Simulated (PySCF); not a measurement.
C3H10BrNOSi, SMILES CN(C)[Si](Br)(C)O. Atoms are numbered in the order given.

```xyz
17

C     -1.5625    -1.1059     1.8974
N     -1.3251     0.0413     1.0580
C     -2.5066     0.5538     0.4049
Si     0.2314     0.4638     0.4854
C      1.5658     0.0321     1.7011
O      0.1843     2.0759     0.0938
Br     0.7670    -0.5790    -1.4620
H     -2.2995    -0.8665     2.6857
H     -1.9547    -1.9722     1.3292
H     -0.6386    -1.4266     2.3993
H     -2.9645    -0.1871    -0.2792
H     -2.2566     1.4534    -0.1739
H     -3.2699     0.8376     1.1519
H      1.3533     0.4868     2.6811
H      2.5262     0.4247     1.3352
H      1.6750    -1.0549     1.8260
H      0.5662     2.2992    -0.7603
```

Coordinates come from a PBE0-D3(BJ)/def2-SVP optimisation. Other conformers were not sampled.

All values below come from B3LYP/pcSseg-1 in PySCF.

GIAO shieldings, no solvent; atoms listed in one row are averaged. δ = σ(ref) − σ: ¹³C against TMS (σ = 181.3 ppm); ¹⁵N against NH3 (σ = 265.5 ppm); ²⁹Si against TMS (σ = 338.7 ppm); ¹⁷O against H2O (σ = 333.8 ppm); ¹H against TMS (σ = 31.68 ppm), references at their B3LYP-D3(BJ)/def2-TZVP geometries, non-relativistic (without spin–orbit terms, shifts of atoms bonded to Cl or Br come out too high).

| nucleus | atoms | count | δ (ppm) |
|---|---|---|---|
| ¹³C | C1, C3 | 2 | 39.2 |
| ¹³C | C5 | 1 | 5.7 |
| ¹⁵N | N2 | 1 | 53.0 |
| ²⁹Si | Si4 | 1 | 2.2 |
| ¹⁷O | O6 | 1 | 79.6 |
| ¹H | H11, H12, H13 | 3 | 2.90 |
| ¹H | H8, H9, H10 | 3 | 2.72 |
| ¹H | H17 | 1 | 1.74 |
| ¹H | H14, H15, H16 | 3 | 0.81 |
